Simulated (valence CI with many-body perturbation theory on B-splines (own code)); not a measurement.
Values are calculated unless marked as measured or tabulated.
# Tb LI: magnetic and hyperfine properties of the levels

Level of theory: configuration interaction combined with many-body perturbation theory (CI+MBPT): five valence electrons over a frozen Dirac-Fock core [Ne], a basis of 11 s, 11 p, 10 d, 8 f, 5 g, 2 h functions for each j, with the one-electron correlation potential Σ1 (screened to all orders), the two-electron term Σ2, the three-electron term Σ3, Breit, model QED; selected single and double excitations, second order for the rest, scaled by the run's own slope (own B-spline code, finite nucleus).

No measured spectrum was set against this ion. As an estimate, large intervals hold to a few tenths of a per cent, small ones and those within an open d or f shell to about a per cent. Among the levels kept, up to 3200 cm⁻¹ of a level comes from second order outside the variational space, and about a tenth of that is noise between levels of different J, which matters for small intervals.

A/g_I is the dipole constant over the nuclear g factor μ/I (μ in nuclear magnetons, uniformly magnetised nucleus), B/Q the quadrupole constant per barn. Both hold the static response of the core; the bare values leave it out. Large factors of s and p1/2 electrons are usually good to 5 to 10 %; those of open d and f shells near neutrality can be off by tens of per cent, and small factors of p3/2, d and f electrons come from cancelling terms and can be off by a factor of two or in sign, in half-filled shells by more. B is blank for J = 1/2, where it vanishes, and for nearly pure S terms. Energies count from the lowest level.

Levels are named by their leading jj configuration (3d3/2^4 stands for four electrons in 3d with j = 3/2), which in mixed levels can hold well under half, so a name can repeat and another be missing. Letters in brackets count levels of one name in rising energy.

```
                             Level  E (× 10³ cm⁻¹)      g  A/g_I (MHz)  A/g_I bare  B/Q (MHz/b)  B/Q bare
        (3s^2 3p1/2^2 3p3/2) J=3/2            0.00  1.358       130000      130000       246000    243000
        (3s^2 3p1/2 3p3/2^2) J=3/2          1451.0  1.451       -38300      -34800        27800     27400
        (3s^2 3p1/2 3p3/2^2) J=5/2          1533.6  1.190       310000      305000         -597      -583
        (3s^2 3p1/2^2 3d3/2) J=3/2          1565.8  0.778        69100       70900        37200     38700
        (3s^2 3p1/2 3p3/2^2) J=1/2          1637.8  0.652      1010000      988000                       
        (3s^2 3p1/2^2 3d5/2) J=5/2          1999.8  1.208        42900       44700        24800     26800
        (3s 3p1/2^2 3p3/2^2) J=5/2          2602.5  1.458       666000      654000        77600     76400
        (3s 3p1/2^2 3p3/2^2) J=3/2          2808.9  1.149      -342000     -330000       -38600    -38000
        (3s 3p1/2^2 3p3/2^2) J=1/2          2812.5  2.100      2720000     2660000                       
(3s^2 3p1/2 3p3/2 3d3/2) J=5/2 [a]          3003.5  0.956       233000      230000       -31100    -29600
(3s^2 3p1/2 3p3/2 3d3/2) J=3/2 [a]          3022.2  0.910       226000      225000      -158000   -156000
(3s^2 3p1/2 3p3/2 3d3/2) J=1/2 [a]          3023.5  0.207       371000      367000                       
    (3s^2 3p1/2 3p3/2 3d3/2) J=7/2          3087.3  1.038       229000      227000       255000    253000
              (3s^2 3p3/2^3) J=3/2          3101.5  1.298       138000      138000      -273000   -269000
(3s^2 3p1/2 3p3/2 3d3/2) J=5/2 [b]          3287.8  1.186        47400       49600       242000    239000
(3s^2 3p1/2 3p3/2 3d3/2) J=3/2 [b]          3348.0  1.237        -9910       -6210        10700      9690
(3s^2 3p1/2 3p3/2 3d3/2) J=1/2 [b]          3349.2  1.672       692000      678000                       
(3s^2 3p1/2 3p3/2 3d5/2) J=7/2 [a]          3361.7  1.304       -35600      -32100       280000    278000
(3s^2 3p1/2 3p3/2 3d5/2) J=3/2 [a]          3429.2  1.357      -114000     -109000       -97100    -95100
    (3s^2 3p1/2 3p3/2 3d5/2) J=9/2          3451.0  1.189       171000      170000       263000    262000
(3s^2 3p1/2 3p3/2 3d5/2) J=5/2 [a]          3459.4  1.134       232000      230000      -184000   -180000
(3s^2 3p1/2 3p3/2 3d5/2) J=7/2 [b]          3617.2  1.113       195000      193000        19600     21100
(3s^2 3p1/2 3p3/2 3d5/2) J=5/2 [b]          3621.6  1.253       -26900      -23900        37300     38100
(3s^2 3p1/2 3p3/2 3d5/2) J=3/2 [b]          3675.7  0.929       290000      286000        32500     32600
    (3s^2 3p1/2 3p3/2 3d5/2) J=1/2          3700.3  1.244      -300000     -290000                       
(3s 3p1/2^2 3p3/2 3d3/2) J=5/2 [a]          4128.3  1.279       522000      514000        73500     72100
(3s 3p1/2^2 3p3/2 3d3/2) J=3/2 [a]          4143.7  1.289       326000      323000        -1270     -2360
      (3s 3p1/2 3p3/2^3) J=3/2 [a]          4149.3  1.459       500000      492000      -229000   -226000
(3s 3p1/2^2 3p3/2 3d3/2) J=1/2 [a]          4155.7  2.469      1610000     1570000                       
    (3s 3p1/2^2 3p3/2 3d3/2) J=7/2          4192.9  1.282       500000      493000       238000    236000
          (3s 3p1/2 3p3/2^3) J=5/2          4263.7  1.286       791000      775000      -298000   -294000
(3s 3p1/2^2 3p3/2 3d3/2) J=3/2 [b]          4319.5  0.998       217000      215000      -138000   -136000
          (3s 3p1/2 3p3/2^3) J=1/2          4404.1  1.355      -760000     -738000                       
(3s 3p1/2^2 3p3/2 3d3/2) J=5/2 [b]          4414.6  0.876      -118000     -112000       155000    154000
      (3s 3p1/2 3p3/2^3) J=3/2 [b]          4420.3  1.133       286000      282000       -24100    -23700
(3s 3p1/2^2 3p3/2 3d3/2) J=1/2 [b]          4442.0  0.562       481000      471000                       
    (3s 3p1/2^2 3p3/2 3d5/2) J=9/2          4492.0  1.364       399000      393000       255000    254000
(3s 3p1/2^2 3p3/2 3d5/2) J=5/2 [a]          4601.7  1.387       579000      569000      -133000   -130000
        (3s^2 3p1/2 3d3/2^2) J=5/2          4657.8  0.770       200000      198000        60200     59800
(3s 3p1/2^2 3p3/2 3d5/2) J=7/2 [a]          4665.2  1.248       291000      288000       152000    151000
```

(1) Take the isotope of mass number 159, with I = 3/2, μ = 2.009 μN and Q = 1.432 b. What is the hyperfine structure of (3s 3p1/2^2 3p3/2^2) J=3/2?

Results:

(1) From the table A = -458000 MHz, B = -55300 MHz. Shifts from the centre of gravity in MHz: F = 0: 1650000, F = 1: 1250000, F = 2: 385000, F = 3: -1040000.
